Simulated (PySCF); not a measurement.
Mo(O)(NH)(NH2)(SH) (H₄MoN₂OS), SMILES [NH]=[Mo]([NH2])(=[O])[SH], multiplicity 1.

Geometry: B3LYP-D3(BJ)/def2-SVP. The multiplicity is an assumed one; no other spin state was optimised. The structure was generated by enumeration; whether it is a known compound was not checked. The def2 effective core potentials stand for the cores of Mo; spin–orbit coupling is left out. One conformer was computed; it need not be the lowest.

Two levels are set side by side: TDDFT-PBE/def2-SVPD (PySCF) and TDDFT-B3LYP/def2-SVPD (PySCF). Vertical, same geometry. The lowest singlet is HOMO→LUMO+1 97 % with PBE and HOMO→LUMO+1 90 % with the other functional; states are paired by order. Differences are taken from unrounded values.

| quantity | TDDFT-PBE |
|---|---|
| lowest singlet excitation (eV) | 3.54 |
| lowest triplet excitation (TDA) (eV) | 3.15 |
| first bright state (f over 0.05) (eV) | 3.84 |
| its oscillator strength | 0.06 |

Task: These are the TDDFT-PBE values. What does TDDFT-B3LYP give? (An estimate is asked for; the answer gives what the named calculation found.)

Result: 
| quantity | TDDFT-B3LYP | TDDFT-PBE minus TDDFT-B3LYP |
|---|---|---|
| lowest singlet excitation (eV) | 3.93 | -0.39 |
| lowest triplet excitation (TDA) (eV) | 3.31 | -0.16 |
| first bright state (f over 0.05) (eV) | 4.05 | -0.21 |
| its oscillator strength | 0.06 | 0.00 |

Functionals without exact exchange tend to place singlet excitations lower, as here. Differences between two approximate levels are no errors against the true value.

Rough cost on one machine, each run with all the roots and properties that it gave: TDDFT-B3LYP against TDDFT-PBE about 3 times.
